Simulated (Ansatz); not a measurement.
`[F][GeH2][SiH2]S`, relaxed with RKS PBE0-D4/def2-TZVP in Ansatz from a PBE-D4/def2-SVP geometry. The force threshold is 0.005 eV/Å; the program also tests the step.

Charge 0, multiplicity 1.

Start:

```xyz
9

F     1.398    0.765   -1.909
Ge   -0.128    0.036   -1.392
Si   -0.340    0.431    0.966
S     1.250   -0.539    2.068
H    -1.238    0.698   -2.261
H    -0.016   -1.481   -1.729
H    -1.712   -0.018    1.405
H    -0.182    1.893    1.265
H     0.968   -1.785    1.589
```

```tsv
step	energy (eV)	largest force (eV/Å)	largest move (Å)
1	-78016.3957	0.507	0.000
2	-78016.4231	0.199	0.031
3	-78016.4256	0.075	0.022
4	-78016.4261	0.023	0.013
5	-78016.4262	0.008	0.006
6	-78016.4263	0.002	0.003
7	-78016.4263	0.007	0.006
8	-78016.4263	0.008	0.010
9	-78016.4263	0.003	0.008
10	-78016.4263	0.003	0.007
11	-78016.4263	0.008	0.008
12	-78016.4263	0.006	0.006
13	-78016.4263	0.003	0.003
```

End:

```xyz
9

F     1.354    0.795   -1.908
Ge   -0.130    0.031   -1.387
Si   -0.325    0.429    0.961
S     1.230   -0.549    2.052
H    -1.242    0.668   -2.241
H     0.028   -1.460   -1.740
H    -1.678   -0.008    1.402
H    -0.155    1.874    1.246
H     0.916   -1.780    1.615
```

Run time 35 s (4 threads of an AMD EPYC 7R43 on a shared host); peak host memory 0.54 GiB.
